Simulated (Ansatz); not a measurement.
B2H2OS2 (`SB1OBS1`). Total charge 0; spin multiplicity 1.

Cartesian coordinates in Å:
```
S 2.094 -0.811 0.403
B 0.418 -0.367 -0.004
O -0.228 0.836 0.277
B -1.374 0.356 -0.340
S -0.887 -1.327 -0.878
H 2.373 0.362 1.000
H -2.396 0.951 -0.458
```

Give the diagnostics of a CCSD(T)/def2-TZVPP run (frozen core, the Gaussian-basis code of Ansatz). (Best estimate.)

Computed: T1 = 0.0149, largest single amplitude 0.037, largest double 0.028, (T) share of the correlation energy 4.7 %, 10 CCSD cycles. The RHF solution is stable towards an unrestricted one. T1 lies under the customary mark of 0.02 for closed shells.
